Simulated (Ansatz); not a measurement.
Reactions of `[OH][Mo]([F])([F])(=[S])[Cl]`.

Isolated molecules relaxed with PBE0-D4/def2-TZVP in Ansatz; ΔE leaves out vibrations. CCSD(T)/CBS is the MP2 limit (def2-TZVPP, def2-QZVPP) plus CCSD(T) − MP2 in def2-TZVPP, frozen cores. DFT in def2-TZVPP. B3LYP here is the variant with VWN-RPA as its local correlation; programs differ in this. Elements past krypton have def2 core potentials. For Mo outer-core shells are correlated without core-valence functions, which leaves a few kJ/mol of doubt a bond. Each species was taken in one conformer, which may not be the lowest.

```json
{"reaction": "`[OH][Mo]([F])([F])(=[S])[Cl]` + `CO[Si]1(Cl)CO1` → `[OH][Mo]([F])(=[S])([Cl])[Cl]` + `CO[Si]1(F)CO1`", "ωB97M-V (kJ/mol)": "-26", "PBE0-D4 (kJ/mol)": "-28", "CCSD/CBS(def2) (kJ/mol)": "-40", "B3LYP-D4 (kJ/mol)": "-31", "CCSD(T)/CBS(def2) (kJ/mol)": "-41"}
{"reaction": "`[OH][Mo]([F])([F])(=[S])[Cl]` + `FB(S)O[SiH3]` → `[OH][Mo]([F])([F])([F])=[S]` + `[SiH3]OB(S)Cl`", "ωB97M-V (kJ/mol)": "47", "PBE0-D4 (kJ/mol)": "49", "CCSD/CBS(def2) (kJ/mol)": "57", "B3LYP-D4 (kJ/mol)": "50", "CCSD(T)/CBS(def2) (kJ/mol)": "57"}
{"reaction": "`[OH][Mo]([F])([F])(=[S])[Cl]` + `OC1CCCCC1` → `[OH][Mo]([OH])([F])([F])=[S]` + `ClC1CCCCC1`", "ωB97M-V (kJ/mol)": "-8", "PBE0-D4 (kJ/mol)": "-4", "CCSD/CBS(def2) (kJ/mol)": "-5", "B3LYP-D4 (kJ/mol)": "-6", "CCSD(T)/CBS(def2) (kJ/mol)": "-5"}
{"reaction": "`[OH][Mo]([F])([F])(=[S])[Cl]` + `COc1ccccc1` → `C[O][Mo]([OH])([F])(=[S])[Cl]` + `Fc1ccccc1`", "ωB97M-V (kJ/mol)": "13", "PBE0-D4 (kJ/mol)": "11", "CCSD/CBS(def2) (kJ/mol)": "7", "B3LYP-D4 (kJ/mol)": "8", "CCSD(T)/CBS(def2) (kJ/mol)": "4"}
```

Largest T1 diagnostic: 0.025, for `C[O][Mo]([OH])([F])(=[S])[Cl]`.
